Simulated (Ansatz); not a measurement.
Molecule: C₄H₇O (charge 0, doublet). It need not be the lowest isomer of its formula. 
Geometry from a B3LYP-D3(BJ)/def2-TZVP (Ansatz, an electronic-structure program) optimisation:
SMILES: [CH2]CCC=O
```xyz
12

C     -2.3364    -0.1494     0.0236
C     -0.9442     0.3247    -0.1708
C      0.1041    -0.6966     0.2571
C      1.5272    -0.2326     0.1176
O      1.8642     0.8525    -0.2800
H     -3.1554     0.3091    -0.5124
H     -2.5796    -0.8600     0.8027
H     -0.7690     1.2547     0.3914
H     -0.7762     0.6051    -1.2147
H     -0.0356    -0.9936     1.3048
H      0.0076    -1.6291    -0.3130
H      2.2908    -0.9828     0.4164
```
Charge 0, spin multiplicity 2.

Problem. Give the harmonic wavenumbers at B3LYP-D3(BJ)/def2-TZVP (Ansatz, finite differences of forces, unscaled).

Solution. 77, 120, 177, 198, 356, 498, 662, 699, 816, 872, 955, 1041, 1092, 1132, 1194, 1293, 1315, 1393, 1417, 1448, 1465, 1471, 1805, 2867, 2952, 3004, 3024, 3044, 3144, 3244 cm⁻¹. Zero-point energy 61.1 kcal/mol.

Problem. From these and the geometry, give the ideal-gas thermochemistry at 298.15 K and 1 atm (rigid rotor, harmonic oscillator).

Solution. Point group C1, rotational symmetry number 1. Rotational constants 15.84, 2.681, 2.365 GHz. S(trans) 38.70, S(rot) 25.57, S(vib) 14.88, S(elec, spin only) 1.38, S 80.5 cal/(mol K). H(298) - H(0) 4.75 kcal/mol; G - E(el) 41.9 kcal/mol.
